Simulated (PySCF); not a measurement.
The numbers are results of PBE-D3(BJ)/def2-TZVP // B3LYP-D3(BJ)/def2-TZVP run with PySCF, not measurements. Isolated molecules, 0 K electronic values unless said otherwise. Excitations are Tamm–Dancoff values on a coarser integration grid. The basis has no diffuse functions, so Rydberg states are missing or too high.

Reference species (SMILES): `C1(=N/[H])/CO1` (neutral, multiplicity 1).

- HOMO–LUMO gap = 5.83 eV
- HOMO = -6.50 eV
- S1 oscillator strength = 0.002
- S1–T1 gap (TDA) = 0.75 eV

Changed species: `NC#CO`.

**Question.** What does the change do to the HOMO–LUMO gap, HOMO, S1 oscillator strength and S1–T1 gap (TDA)?

**Answer.** the HOMO–LUMO gap falls by 1.17 eV, to 4.66 eV; the HOMO rises by 1.66 eV, to -4.84 eV; the S1 oscillator strength is nearly the same; the S1–T1 gap (TDA) decreases by 0.48 eV, to 0.27 eV.
